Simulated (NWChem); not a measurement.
Basis-set convergence for H2AlBr

```xyz
4

Al     0.0000     0.0000    -1.5621
H     -1.4107     0.0000    -2.2986
H      1.4107     0.0000    -2.2986
Br     0.0000     0.0000     0.7116
```
Charge 0, spin multiplicity 1.

The numbers come from NWChem runs, not from measurements. Structure: optimised with PBE/def2-SVP, a minimum by its harmonic frequencies.

Quantity: first vertical ionisation energy at the level G0W0@PBE.

The Hamiltonian is non-relativistic. GW and range-separated runs recompute their integrals, the others keep them in memory, which bears on the times. The structure started from a generated list of species.

Relative cost: rough, from shared machines, SCF included, def2-SVPD = 1.

| basis | functions | first vertical ionisation energy (eV) | relative cost |
|---|---|---|---|
| def2-SVPD | 81 | 9.78 | 1 |
| def2-TZVP | 97 | 10.06 | 3 |
| def2-TZVPP | 118 | 10.11 | under 3 |
| def2-TZVPD | 118 | 10.03 | 3 |

Smallest basis within 0.2 eV of def2-TZVPD, the largest set run: def2-TZVP, with 97 functions against 118 (also within reach: def2-TZVPP). def2-TZVPD isn't the basis-set limit itself, and a small set can land close by cancellation.
